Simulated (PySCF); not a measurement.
**How methods differ on the excitation energy of Sn⁺**

Sn⁺ [Kr] 4d10 5s2 5p1 (2P) → Sn⁺ [Kr] 4d10 5s2 6s1 (2S), as a difference of total energies. All numbers are calculated (PySCF 2.14, scalar relativity through the core potential, in aug-cc-pwCVTZ-PP with ECP28MDF (8s7p6d4f1g, 96 functions)). Correlated levels: valence: 4s2 4p6 4d10 frozen. The calculations carry no spin-orbit coupling.

| method | excitation energy (cm⁻¹) |
| --- | --- |
| UHF | 52913 |
| MP2 (valence) | 52895 |
| SCS-MP2 (valence) | 53050 |
| CCSD (valence) | 53181 |
| CCSD(T) (valence) | 53136 |

Errors of the correlated levels include the incompleteness of this basis and the frozen core.

For comparison: 54052 cm⁻¹ (measured; NIST levels, between the centres of gravity of the two terms).
